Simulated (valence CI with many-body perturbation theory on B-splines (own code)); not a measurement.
Energy levels of Ce I

Computed by configuration interaction combined with many-body perturbation theory (CI+MBPT): four valence electrons over a frozen Dirac-Fock core [Xe], radial functions for each j: 7 s, 7 p, 7 d, 7 f, 4 g, 2 h, with the one-electron correlation potential Σ1, the two-electron term Σ2, the three-electron term Σ3, Breit, model QED; selected CI, second order for the rest (own B-spline code, finite nucleus).

Set against measurement, 70 paired levels are off by 208 cm⁻¹ on average, the worst by 603. These come from a selection out of the NIST Handbook of Basic Atomic Spectroscopic Data. Levels without a partner in it may be off by more, other configurations by several thousand cm⁻¹. Among the levels kept, up to 710 cm⁻¹ of a level comes from second order outside the variational space, and about a tenth of that is noise between levels of different J, which matters for small intervals.

Levels 46 to 90 of 217, with energies above the lowest level, 4f5d6s² ¹G°_4. "Leading %" is the weight of the configuration and term that name the level; weights of strongly mixed levels are sums over their largest components and can fall short. In the jj column 3d3/2^4 stands for four electrons in 3d with j = 3/2. Lifetimes count E1, E2, E3, M1 and M2 decay at the calculated energies, and are blank where another channel may lead or the interval is too uncertain; long ones can be off by a factor of two.

| No. | Configuration | Term | J | E (eV) | Leading % | Leading jj | Lifetime |
| --- | --- | --- | --- | --- | --- | --- | --- |
| 46 | 4f5d²6s | ³F° | 2 | 0.8488 | 42 | 4f7/2 5d3/2 5d5/2 6s (38 %) | 30.5 s |
| 47 | 4f5d6s² | ¹F° | 3 | 0.8505 | 24 | 4f7/2 5d5/2 6s^2 (40 %) |  |
| 48 | 4f5d²6s | ³H° | 4 | 0.8552 | 32 | 4f5/2 5d3/2 5d5/2 6s (25 %) |  |
| 49 | 4f5d²6s | ⁵F° | 4 | 0.8847 | 60 | 4f7/2 5d3/2 5d5/2 6s (57 %) |  |
| 50 | 4f5d²6s | ³F° | 3 | 0.8883 | 37 | 4f7/2 5d3/2 5d5/2 6s (33 %) |  |
| 51 | 4f5d²6s | ⁵G° | 4 | 0.8981 | 58 | 4f7/2 5d3/2^2 6s (32 %) |  |
| 52 | 4f5d²6s | ³H° | 5 | 0.9105 | 51 | 4f5/2 5d3/2 5d5/2 6s (36 %) |  |
| 53 | 4f5d²6s | ³I° | 6 | 0.9299 | 65 | 4f7/2 5d3/2 5d5/2 6s (47 %) | 151 ms |
| 54 | 4f5d²6s | ³I° | 5 | 0.9461 | 54 | 4f5/2 5d3/2 5d5/2 6s (34 %) |  |
| 55 | 4f5d²6s | ³F° | 4 | 0.9620 | 32 | 4f7/2 5d5/2^2 6s (52 %) | 11.0 ms |
| 56 | 4f5d²6s | ³D° | 1 | 0.9662 | 35 | 4f5/2 5d3/2 5d5/2 6s (34 %) | 4.26 s |
| 57 | 4f5d²6s | ⁵G° | 5 | 0.9720 | 60 | 4f7/2 5d3/2 5d5/2 6s (26 %) |  |
| 58 | 4f5d²6s | ⁵F° | 5 | 0.9866 | 71 | 4f7/2 5d3/2 5d5/2 6s (50 %) |  |
| 59 | 4f5d²6s | ⁵G° | 2 | 0.9880 | 91 | 4f5/2 5d3/2 5d5/2 6s (44 %) | 35.2 s |
| 60 | 4f5d²6s | ³H° | 6 | 0.9913 | 55 | 4f7/2 5d3/2 5d5/2 6s (26 %) | 227 ms |
| 61 | 4f5d²6s | ¹S° | 0 | 1.008 | 63 | 4f5/2 5d3/2 5d5/2 6s (37 %) | 4.17 s |
| 62 | 4f5d²6s | ³H° | 4 | 1.014 | 39 | 4f5/2 5d5/2^2 6s (34 %) | 1.51 ms |
| 63 | 4f5d²6s | ⁵G° | 3 | 1.016 | 77 | 4f5/2 5d3/2 5d5/2 6s (55 %) |  |
| 64 | 4f5d²6s | ⁵P° | 2 | 1.021 | 83 | 4f5/2 5d5/2^2 6s (40 %) |  |
| 65 | 4f5d²6s | ³I° | 5 | 1.025 | 29 | 4f7/2 5d3/2 5d5/2 6s (35 %) |  |
| 66 | 4f²6s² | ³H | 6 | 1.035 | 86 | 4f7/2^2 6s^2 (71 %) |  |
| 67 | 4f5d²6s | ⁵P° | 3 | 1.039 | 63 | 4f5/2 5d3/2 5d5/2 6s (33 %) |  |
| 68 | 4f5d²6s | ³I° | 7 | 1.041 | 83 | 4f7/2 5d5/2^2 6s (55 %) | 5.67 s |
| 69 | 4f5d²6s | ⁵P° | 1 | 1.059 | 68 | 4f7/2 5d3/2 5d5/2 6s (49 %) |  |
| 70 | 4f5d²6s | ³D° | 2 | 1.068 | 19 | 4f5/2 5d3/2 5d5/2 6s (34 %) |  |
| 71 | 4f5d²6s | ⁵G° | 4 | 1.069 | 64 | 4f5/2 5d3/2 5d5/2 6s (64 %) | 4.38 ms |
| 72 | 4f5d²6s | ⁵G° | 6 | 1.074 | 68 | 4f7/2 5d3/2 5d5/2 6s (43 %) |  |
| 73 | 4f5d²6s | ³H° | 5 | 1.076 | 65 | 4f7/2 5d3/2 5d5/2 6s (24 %) | 2.08 ms |
| 74 | 4f5d²6s | ³D° | 1 | 1.078 | 16 | 4f7/2 5d3/2 5d5/2 6s (32 %) |  |
| 75 | 4f²6s² | ³F | 2 | 1.082 | 81 | 4f5/2^2 6s^2 (58 %) | 6.72 μs |
| 76 | 4f5d6s² | ¹F° | 3 | 1.102 | 21 | 4f5/2 5d3/2 5d5/2 6s (41 %) |  |
| 77 | 4f5d²6s | ³I° | 6 | 1.110 | 69 | 4f7/2 5d3/2 5d5/2 6s (24 %) |  |
| 78 | 4f5d²6s | ³D° | 2 | 1.128 | 37 | 4f5/2 5d5/2^2 6s (28 %) |  |
| 79 | 4f5d²6s | ³D° | 3 | 1.133 | 49 | 4f7/2 5d3/2 5d5/2 6s (32 %) |  |
| 80 | 4f5d²6s | ³P° | 0 | 1.140 | 52 | 4f5/2 5d3/2 5d5/2 6s (25 %) | 3.75 s |
| 81 | 4f5d²6s | ⁵G° | 5 | 1.156 | 57 | 4f5/2 5d3/2 5d5/2 6s (40 %) |  |
| 82 | 4f5d²6s | ³P° | 1 | 1.166 | 28 | 4f7/2 5d5/2^2 6s (30 %) | 2.30 s |
| 83 | 4f5d²6s | ³H° | 6 | 1.175 | 25 | 4f7/2 5d3/2 5d5/2 6s (55 %) | 7.31 ms |
| 84 | 4f5d²6s | ³D° | 2 | 1.175 | 30 | 4f5/2 5d3/2 5d5/2 6s (28 %) |  |
| 85 | 4f5d²6s | ³F° | 2 | 1.189 | 46 | 4f5/2 5d3/2 5d5/2 6s (46 %) |  |
| 86 | 4f²6s² | ³F | 3 | 1.203 | 84 | 4f5/2 4f7/2 6s^2 (84 %) | 8.06 μs |
| 87 | 4f5d²6s | ³G° | 3 | 1.212 | 58 | 4f5/2 5d3/2 5d5/2 6s (37 %) |  |
| 88 | 4f5d²6s | ³G° | 3 | 1.223 | 43 | 4f5/2 5d3/2 5d5/2 6s (28 %) |  |
| 89 | 4f²6s² | ³F | 4 | 1.223 | 46 | 4f5/2 4f7/2 6s^2 (73 %) | 4.62 μs |
| 90 | 4f5d²6s | ³D° | 1 | 1.235 | 51 | 4f5/2 5d3/2 5d5/2 6s (36 %) | 87.9 ms |

Names give the largest LS component (configuration and term), which can be under half, so a name can repeat, a term be missing and a line seem to break the LS rules; names also repeat where a configuration has a term twice.

Where two levels of one J and parity lie close, their mixing, g and order are uncertain.
